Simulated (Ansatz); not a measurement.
Geometry optimisation, RHF/def2-SVP in Ansatz.

input.yaml

```yaml
crystal:
  periodic: [false, false, false]
  atoms:
    - { symbol: B, position_ang: [-0.063327, -0.254493, -0.143617] }
    - { symbol: H, position_ang: [-0.187017, -0.551448, 1.003414] }
    - { symbol: O, position_ang: [1.0944, -0.34841, -0.806692] }
    - { symbol: H, position_ang: [1.828347, -0.669901, -0.306624] }
    - { symbol: F, position_ang: [-1.125083, 0.136331, -0.817408] }
    - { symbol: "N", position_ang: [0.071062, 2.159212, 1.188592] }
    - { symbol: H, position_ang: [1.012204, 2.171121, 0.839139] }
    - { symbol: H, position_ang: [-0.562749, 2.336638, 0.430242] }
    - { symbol: H, position_ang: [-0.130238, 1.23175, 1.575354] }
basis:
  gaussian: { orbitals: def2-SVP }
hamiltonian:
  xc: hf
relax:
  f_tol: 0.03
  max_steps: 50
```

Command:

```bash
$ ansatz run input.yaml --threads 1 --pin off --max-ram 2048MiB --backend cpu --events-out ev --progress --plain --runs-dir out
```

Task: Where does it end, and by what steps?

Result: The forces met the threshold. The force dipped under the threshold on the way, but the program's further checks kept it going. After 13 steps the energy has fallen by 0.222 eV; H9 moved furthest, 0.72 Å.

```
step  energy less start (eV)  largest force component (eV/Å)  accepted
   0                  0.0000                           1.342       yes
   1                 -0.1425                           0.444       yes
   2                 -0.1697                           0.539       yes
   3                 -0.1942                           0.543       yes
   4                 -0.2064                           0.391       yes
   5                 -0.2145                           0.328       yes
   6                 -0.2149                           0.147       yes
   7                 -0.2192                           0.138       yes
   8                 -0.2212                           0.017       yes
   9                 -0.1993                           0.682        no
  10                 -0.2217                           0.047       yes
  11                 -0.2217                           0.055       yes
  12                 -0.2218                           0.034       yes
  13                 -0.2219                           0.021       yes
```

```xyz
9
Properties=species:S:1:pos:R:3
B -0.059 -0.493 -0.274
H -0.292 -1.116 0.722
O 1.166 -0.370 -0.792
H 1.846 -0.822 -0.319
F -1.054 0.095 -0.903
N 0.094 2.479 1.228
H 0.938 2.247 0.734
H -0.675 2.371 0.590
H -0.027 1.820 1.977
```

Time of the run: 22 s on 1 thread of Arm Neoverse V1, on a shared host, peak memory 0.13 GiB.
